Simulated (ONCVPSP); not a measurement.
Pseudopotential generation for nitrogen (N): ONCV, PBE, scalar-relativistic.

* Element: nitrogen
* Generator: ONCVPSP 4.0.1
* Type: optimised norm-conserving Vanderbilt (ONCV)
* Functional: PBE
* Relativity: scalar-relativistic
* Frozen core: [He]
* Valence charge: 5
* Reference configuration: 2s2 2p2.5 (charge +0.5)
* Partial waves: 2s: rc 0.85 bohr, ncon 3, nbas 7, qcut 7.3 1/bohr, 2 projectors, debl 3.9 Ha; 2p: rc 1.55 bohr, ncon 4, nbas 7, qcut 6.9 1/bohr, 2 projectors, debl 1.8 Ha; d scattering state at 0.17 Ha: rc 1.25 bohr, ncon 4, nbas 8, qcut 7.1 1/bohr, 2 projectors, debl 1.9 Ha
* Local potential: polynomial inside 0.65 bohr (lpopt 5, dvloc0 0 Ha)
* Core correction: Teter function, fcfact 2.75, rcfact 1.75

All-electron outer shells of the reference configuration (PBE, scalar-relativistic, ld1.x):

```tsv
shell	level (eV)	outermost node (bohr)	outermost maximum (bohr)
1s	-392.50	–	0.15
2s	-25.12	0.32	1.00
2p	-13.44	–	0.94
```

Question: Does the generator finish with these settings?

Answer: Yes, a potential is produced and its reference levels are reproduced.

Question: Estimate the cutoffs (Ha) at which the residual kinetic energy of the hardest occupied pseudo-wave falls to 1 and 0.1 mHa per electron.

Answer: 28 Ha and 157 Ha.

Question: Does the potential have ghost states?

Answer: No bound ghost flagged; no localised positive-energy state flagged.

Question: Which valence shell sets the plane-wave cutoff?

Answer: 2s: 28 Ha for 1 mHa per electron, against 21 Ha for 2p.

Question: Tests: 2s2 2p3; 2s2 2p2; 2s2 2p1; 2s2 2p0. Which has the largest error in its energy relative to the reference configuration, and how large is it?

Answer: 2s2 2p0, with +710 meV (all-electron minus pseudo) on +84.43 eV.
